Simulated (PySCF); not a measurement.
C3H6FNSi, SMILES F/C=C1/CN[SiH2]1.

The structure is a stationary point at r2SCAN-D4/def2-SVP. The structure was generated by enumeration; whether it is a known compound was not checked.

Computed with PBE/def2-TZVP (PySCF).

Gas-phase values at a fixed geometry.

| Item | Value |
|---|---|
| total energy | -561.63266 hartree |
| point group | Cs |
| highest occupied level | -5.42 eV |
| lowest empty level | -1.19 eV |
| orbital gap | 4.22 eV |
| dipole moment | 0.440 e·Å |
| quadrupole, principal values (traceless, Buckingham form, about the centre of nuclear charge) | -4.34, 0.26, 4.08 D·Å |
| mean static polarisability | 70.2 bohr³ (10.40 Å³) |
| polarisability, principal values | 53.0, 72.9, 84.7 bohr³ |
